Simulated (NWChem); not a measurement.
CH₄BeO; SMILES [BeH][O]C

```xyz
7

Be    -0.0047     1.6443    -0.0006
H     -0.0209     2.9833    -0.0018
O      0.0121     0.2413     0.0013
C     -0.0047    -1.1423    -0.0005
H      0.9284    -1.5576     0.4430
H     -0.8630    -1.5363     0.5894
H     -0.0938    -1.5434    -1.0355
```
Atoms are numbered in this order, from 1.

All runs: NWChem. Pople sets run with spherical d functions. Coordinates come from a PBE-D3(BJ)/def2-SVP optimisation. B3LYP is NWChem's, with the RPA form of VWN correlation. Vertical excitations in the gas phase; the lowest state need not have the same character in each row.

```json
[
 {"level": "PBE/6-31G*, TDA", "lowest excitation, singlet (eV)": "7.00", "orbital gap (eV)": "6.99"},
 {"level": "B3LYP/6-31G*, TDA", "lowest excitation, singlet (eV)": "7.48", "orbital gap (eV)": "8.87"},
 {"level": "Hartree-Fock/6-31G*, CIS", "lowest excitation, singlet (eV)": "9.44", "orbital gap (eV)": "16.08"},
 {"level": "PBE0/6-31G*, TDA", "lowest excitation, singlet (eV)": "?", "orbital gap (eV)": "?"}
]
```

Task: Complete the blanks.

Result: 
- PBE0/6-31G*, TDA, lowest excitation, singlet (eV): 7.64
- PBE0/6-31G*, TDA, orbital gap (eV): 9.37
